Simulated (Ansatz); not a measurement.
`OC[SiH]1CO1`. Total charge 0; spin multiplicity 1.

```xyz
11

O    -0.719   -1.230    1.773
C    -0.934   -0.008    1.073
Si    0.602    0.465    0.100
C     0.751    0.129   -1.669
O     0.442    1.493   -1.196
H    -0.638   -1.940    1.130
H    -1.813   -0.051    0.418
H    -1.148    0.746    1.835
H     1.801    0.636    0.951
H    -0.061   -0.308   -2.248
H     1.718    0.067   -2.166
```

Problem. What are the harmonic wavenumbers in cm⁻¹ at PBE0-D4/def2-TZVP (Ansatz, finite differences of forces, unscaled)? (An estimate is asked.)

Solution. Computed: 55, 138, 205, 298, 327, 585, 629, 699, 752, 776, 819, 862, 1034, 1062, 1117, 1132, 1147, 1288, 1381, 1457, 1465, 2256, 3029, 3094, 3099, 3174, 3860.

Problem. Is this a minimum?

Solution. Yes, all 27 modes are real.

Problem. Give the ideal-gas thermochemistry at 298.15 K and 1 bar (rigid rotor, harmonic oscillator; point group C1, symmetry number 1).

Solution. Zero-point energy 213.8 kJ/mol; H(298) − E = 233.5 kJ/mol; entropy 336.1 J/(mol·K), of which translation 165.0, rotation 109.7, vibration 61.4; G(298) − E = 133.3 kJ/mol. Modes under 100 cm⁻¹ are hindered rotations or soft bends, so the harmonic entropy is rough.
